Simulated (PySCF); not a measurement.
Se(H)(NH2) (H3NSe), SMILES N[SeH].

The structure is a stationary point at PBE0-D3(BJ)/def2-TZVP.

Calculation: PySCF with PBE0/def2-TZVPD.

The molecule is in vacuum.

```yaml
total_energy: -2457.76530 hartree
point_group: Cs
highest_occupied_level: -6.79 eV
lowest_empty_level: -0.70 eV
orbital_gap: 6.10 eV
dipole_moment: 1.87 D
quadrupole, principal values (traceless, Buckingham form, about the centre of nuclear charge): -2.57, -1.78, 4.36 D·Å
mean_static_polarisability: 39.9 bohr³ (5.91 Å³)
polarisability_principal_values: 37.1, 37.1, 45.4 bohr³
```
